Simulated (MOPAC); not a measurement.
MOPAC input (PM6):

```
PM6 FORCE THERMO(298,298) PRECISE LET GEO-OK AUX(PRECISION=9) THREADS=1
C2H2F2

C     1.38396965 1   -0.18650840 1   -0.09720911 1
C     0.07268198 1   -0.00979673 1   -0.00510510 1
F    -0.85358673 1   -0.94658810 1    0.08008464 1
F    -0.57669118 1    1.13933456 1    0.02037717 1
H     2.09041461 1    0.63040625 1   -0.16412390 1
H     1.85250720 1   -1.16174307 1   -0.11282476 1
```

From the output:

```
     H    6   3.591295   0.770216   0.052560   0.151970   0.419752   4.308251

          HEAT OF FORMATION =     -85.101558 KCALS/MOLE

          ZERO POINT ENERGY      23.549 KCAL/MOL

           NORMAL COORDINATE ANALYSIS (Total motion = 1 Angstrom)

   Root No.       1         2         3         4         5         6         7         8

                 1 B2      1 A1      1 B1      1 A2      2 B2      2 B1      2 A1      3 A1

                 385.5     497.0     528.3     601.4     955.6     993.2    1071.6    1307.7

   x  C    1   -0.0000    0.1467    0.0000   -0.0000   -0.0000    0.0000    0.1149   -0.0492
   y  C    1   -0.1042   -0.0000    0.0000    0.0000   -0.1031    0.0000    0.0000    0.0000
   z  C    1   -0.0000   -0.0000   -0.0872    0.0000    0.0000   -0.1013   -0.0000    0.0000
   x  C    2    0.0000    0.1443   -0.0000   -0.0000   -0.0000   -0.0000    0.0935   -0.0439
   y  C    2    0.0859   -0.0000   -0.0000   -0.0000   -0.0138   -0.0000   -0.0000    0.0000
   z  C    2    0.0000    0.0000    0.3515    0.0000    0.0000    0.0199    0.0000    0.0000
   x  F    3    0.0884   -0.1000    0.0000    0.0000    0.0286   -0.0000   -0.0791    0.0112
   y  F    3    0.0187    0.1766    0.0000    0.0000    0.0277   -0.0000   -0.1105    0.0148
   z  F    3    0.0000    0.0000   -0.0725   -0.0218   -0.0000    0.0026   -0.0000   -0.0000
   x  F    4   -0.0884   -0.1000    0.0000   -0.0000   -0.0286   -0.0000   -0.0791    0.0112
   y  F    4    0.0187   -0.1766    0.0000   -0.0000    0.0277   -0.0000    0.1105   -0.0148
   z  F    4    0.0000   -0.0000   -0.0725    0.0218    0.0000    0.0026    0.0000    0.0000
   x  H    5    0.1981    0.1516    0.0000    0.0000   -0.3618   -0.0000    0.2487    0.3439
   y  H    5   -0.2444   -0.0018    0.0000    0.0000    0.1747   -0.0000   -0.0756   -0.2662
   z  H    5   -0.0000   -0.0000   -0.2081   -0.4782    0.0000    0.4368    0.0000    0.0000
   x  H    6   -0.1981    0.1516    0.0000   -0.0000    0.3618   -0.0000    0.2487    0.3439
   y  H    6   -0.2444    0.0018    0.0000   -0.0000    0.1747   -0.0000    0.0756    0.2662
   z  H    6   -0.0000   -0.0000   -0.2081    0.4782    0.0000    0.4368   -0.0000    0.0000

   Root No.       9        10        11        12

                 3 B2      4 B2      4 A1      5 A1

                1372.0    2727.7    2751.7    3281.2

   x  C    1   -0.0000   -0.0000   -0.0030    0.2873
   y  C    1   -0.0532   -0.0590   -0.0000   -0.0000
   z  C    1    0.0000   -0.0000   -0.0000   -0.0000
   x  C    2    0.0000   -0.0000    0.0530   -0.2860
   y  C    2    0.3282   -0.0045   -0.0000    0.0000
   z  C    2    0.0000   -0.0000    0.0000   -0.0000
   x  F    3   -0.0663    0.0005   -0.0020    0.0056
   y  F    3   -0.0924    0.0003   -0.0024    0.0067
   z  F    3   -0.0000   -0.0000   -0.0000   -0.0000
   x  F    4    0.0663   -0.0005   -0.0020    0.0056
   y  F    4   -0.0924    0.0003    0.0024   -0.0067
   z  F    4   -0.0000    0.0000    0.0000    0.0000
   x  H    5   -0.1665    0.2823   -0.2608   -0.1134
   y  H    5    0.1026    0.3729   -0.3897   -0.1703
   z  H    5    0.0000    0.0000   -0.0000   -0.0000
   x  H    6    0.1665   -0.2823   -0.2607   -0.1134
   y  H    6    0.1026    0.3729    0.3897    0.1703
   z  H    6    0.0000   -0.0000   -0.0000   -0.0000

           MASS-WEIGHTED COORDINATE ANALYSIS (NORMAL COORDINATES)

   Root No.       1         2         3         4         5         6         7         8

                 1 B2      1 A1      1 B1      1 A2      2 B2      2 B1      2 A1      3 A1

                 385.5     497.0     528.3     601.4     955.6     993.2    1071.6    1307.7

   x  C    1   -0.0000    0.3491    0.0000   -0.0000   -0.0000    0.0000    0.3796   -0.2551
   y  C    1   -0.4230   -0.0000    0.0000    0.0000   -0.4976    0.0000    0.0000    0.0000
   z  C    1   -0.0000   -0.0000   -0.2215    0.0000    0.0000   -0.4902   -0.0000    0.0000
   x  C    2    0.0000    0.3435   -0.0000   -0.0000   -0.0000   -0.0000    0.3087   -0.2278
   y  C    2    0.3488   -0.0000   -0.0000   -0.0000   -0.0666   -0.0000   -0.0000    0.0000
   z  C    2    0.0000    0.0000    0.8927    0.0000    0.0000    0.0964    0.0000    0.0000
   x  F    3    0.4513   -0.2994    0.0000    0.0000    0.1737   -0.0000   -0.3284    0.0730
   y  F    3    0.0957    0.5287    0.0000    0.0000    0.1680   -0.0000   -0.4589    0.0965
   z  F    3    0.0000    0.0000   -0.2316   -0.1373   -0.0000    0.0155   -0.0000   -0.0000
   x  F    4   -0.4513   -0.2994    0.0000   -0.0000   -0.1736   -0.0000   -0.3284    0.0730
   y  F    4    0.0957   -0.5286    0.0000   -0.0000    0.1680   -0.0000    0.4589   -0.0965
   z  F    4    0.0000   -0.0000   -0.2316    0.1373    0.0000    0.0155    0.0000    0.0000
   x  H    5    0.2330    0.1045    0.0000    0.0000   -0.5059   -0.0000    0.2379    0.5166
   y  H    5   -0.2874   -0.0012    0.0000    0.0000    0.2443   -0.0000   -0.0723   -0.4000
   z  H    5   -0.0000   -0.0000   -0.1531   -0.6937    0.0000    0.6123    0.0000    0.0000
   x  H    6   -0.2330    0.1045    0.0000   -0.0000    0.5059   -0.0000    0.2379    0.5166
   y  H    6   -0.2874    0.0012    0.0000   -0.0000    0.2443   -0.0000    0.0723    0.3999
   z  H    6   -0.0000   -0.0000   -0.1531    0.6937    0.0000    0.6123   -0.0000    0.0000

   Root No.       9        10        11        12

                 3 B2      4 B2      4 A1      5 A1

                1372.0    2727.7    2751.7    3281.2

   x  C    1   -0.0000   -0.0000   -0.0150    0.6936
   y  C    1   -0.1340   -0.2940   -0.0000   -0.0000
   z  C    1    0.0000   -0.0000   -0.0000   -0.0000
   x  C    2    0.0000   -0.0000    0.2659   -0.6903
   y  C    2    0.8261   -0.0226   -0.0000    0.0000
   z  C    2    0.0000   -0.0000    0.0000   -0.0000
   x  F    3   -0.2097    0.0030   -0.0125    0.0170
   y  F    3   -0.2924    0.0018   -0.0149    0.0202
   z  F    3   -0.0000   -0.0000   -0.0000   -0.0000
   x  F    4    0.2097   -0.0030   -0.0125    0.0170
   y  F    4   -0.2924    0.0018    0.0149   -0.0202
   z  F    4   -0.0000    0.0000    0.0000    0.0000
   x  H    5   -0.1214    0.4079   -0.3789   -0.0793
   y  H    5    0.0748    0.5386   -0.5662   -0.1191
   z  H    5    0.0000    0.0000   -0.0000   -0.0000
   x  H    6    0.1214   -0.4079   -0.3788   -0.0793
   y  H    6    0.0748    0.5387    0.5662    0.1191
   z  H    6    0.0000   -0.0000   -0.0000   -0.0000

          DESCRIPTION OF VIBRATIONS

 VIBRATION          1    1B2         ATOM PAIR     ENERGY CONTRIBUTION    RADIAL
 FREQUENCY           385.53         C 1 -- C 2         +31.6% (157.8%)      0.0%
 TRANSITION DIPOLE   0.1973         C 1 -- H 5         +16.4% (113.8%)     80.1%
 TRAVEL (Ang.)       0.2745         C 1 -- H 6         +16.4% (113.8%)     80.1%
 REDUCED MASS        2.3212         F 3 -- F 4         +14.8% (107.9%)      0.0%
 EFFECTIVE MASS     21.8600         C 2 -- F 4         +10.4% ( 90.5%)      1.9%
 FORCE CONSTANT      0.2033         C 2 -- F 3         +10.4% ( 90.5%)      1.9%

 VIBRATION          2    1A1         ATOM PAIR     ENERGY CONTRIBUTION    RADIAL
 FREQUENCY           496.97         C 2 -- F 3         +22.6% (170.4%)      0.2%
 TRANSITION DIPOLE   0.7376         C 2 -- F 4         +22.6% (170.4%)      0.2%
 TRAVEL (Ang.)       0.1567         C 1 -- H 5         +20.7% (162.9%)     30.6%
 REDUCED MASS        5.5233         C 1 -- H 6         +20.7% (162.9%)     30.6%
 EFFECTIVE MASS     18.7204
 FORCE CONSTANT      0.8037

 VIBRATION          3    1B1         ATOM PAIR     ENERGY CONTRIBUTION    RADIAL
 FREQUENCY           528.33         C 1 -- C 2         +35.4% ( 92.2%)      0.0%
 TRANSITION DIPOLE   0.6624         C 2 -- F 3         +31.2% ( 86.5%)      0.0%
 TRAVEL (Ang.)       0.1282         C 2 -- F 4         +31.2% ( 86.5%)      0.0%
 REDUCED MASS        7.7655         C 1 -- H 6          +0.9% ( 14.4%)      0.0%
 EFFECTIVE MASS     12.6089
 FORCE CONSTANT      1.2771

 VIBRATION          4    1A2         ATOM PAIR     ENERGY CONTRIBUTION    RADIAL
 FREQUENCY           601.41         C 1 -- H 5         +49.9% ( 85.6%)      0.0%
 TRANSITION DIPOLE   0.0000         C 1 -- H 6         +49.9% ( 85.6%)      0.0%
 TRAVEL (Ang.)       0.4832
 REDUCED MASS        0.4802
 EFFECTIVE MASS      1.2780
 FORCE CONSTANT      0.1023

 VIBRATION          5    2B2         ATOM PAIR     ENERGY CONTRIBUTION    RADIAL
 FREQUENCY           955.59         C 1 -- H 5         +37.4% ( 83.3%)     14.5%
 TRANSITION DIPOLE   0.4053         C 1 -- H 6         +37.4% ( 83.3%)     14.5%
 TRAVEL (Ang.)       0.2572         C 1 -- C 2         +13.3% ( 49.7%)      0.0%
 REDUCED MASS        1.0667         F 3 -- F 4          +4.3% ( 28.2%)      0.0%
 EFFECTIVE MASS      5.9829
```
